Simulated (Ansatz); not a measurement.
Other settings, tried on the cluster B₅⁻.

```yaml
crystal:
  periodic: [false, false, false]
  atoms:
    - {symbol: B, position_ang: [0.523767, 1.044414, -0.091020]}
    - {symbol: B, position_ang: [-1.411570, -0.945189, 0.100479]}
    - {symbol: B, position_ang: [1.701194, -0.038487, -0.026600]}
    - {symbol: B, position_ang: [-1.007110, 0.598249, -0.032801]}
    - {symbol: B, position_ang: [0.193729, -0.658967, 0.049952]}
basis:
  gaussian: {orbitals: cc-pVDZ, final_grid: {core_spheres: 5, valence_spheres: 4, degree: 11}}
total_charge: -1
magnetization: {spin_polarized: true, initial_magnetization: 2}
hamiltonian: {xc: {name: HF}}
correlation: {method: mp2, frozen_orbitals: {B: 0}}
accuracy: high
scf: {omitted_lower_state_checks: [starts]}
output: {forces: true}
```

```sh
$ ansatz run in.yaml --threads 4 --pin off --events-out ev --progress --plain --max-ram 3916MiB
```

Shortened log:

```
Functional definition: HF
1584 factors; integrals over basis functions are off by at most 3.1e-9 eV
mean field evaluation 1: about -3347.0876 eV, gradient 1.2e1 eV
mean field evaluation 2: about -3347.5803 eV, gradient 1.2e1 eV
mean field evaluation 4: about -3350.8962 eV, gradient 4.2e0 eV
mean field evaluation 8: about -3352.1254 eV, gradient 7.3e-1 eV
mean field evaluation 16: about -3352.1890 eV, gradient 4.3e-4 eV
mean field -3352.18899810 eV, -123.1906734848 hartree, gradient 5.8e-8 eV, S^2 2.988214; 0 other end points of the search recorded, 0 dependent functions left out
reference -3352.18899810 eV, -123.1906734848 hartree; 14, 12 occupied and 56, 58 virtual orbitals, 1584 factors
second order -9.70875443 eV of doubles, -0.00000000 eV of singles
Total energy: -3361.89775252 eV, -123.5474636291 hartree
Atom 0 at     0.523767     1.044414    -0.091020 Å, force     1.938231     0.077604    -0.037861 eV/Å
Atom 1 at    -1.411570    -0.945189     0.100479 Å, force     0.150893     1.422688    -0.117486 eV/Å
Atom 2 at     1.701194    -0.038487    -0.026600 Å, force    -0.902958     1.114470    -0.071776 eV/Å
Atom 3 at    -1.007110     0.598249    -0.032801 Å, force    -1.675638    -0.974030     0.104702 eV/Å
Atom 4 at     0.193729    -0.658967     0.049952 Å, force     0.489473    -1.640732     0.122421 eV/Å
Dipole moment:    -0.016280     0.055435    -0.004136 e Å
Checks for a lower state left out: starts
```

Hardware: 4 threads of AMD EPYC 9R45 on a shared host. Wall time 1.1 s.

Correlated methods freeze no core orbitals. The highest occupied level of an anion often lies above zero with these methods, and sets without diffuse functions describe the outer electron poorly. The charge -1 triplet is spin-contaminated (final ⟨S²⟩ up to 2.99, 2.00 for a pure state).

The dipole of an ion depends on the origin.
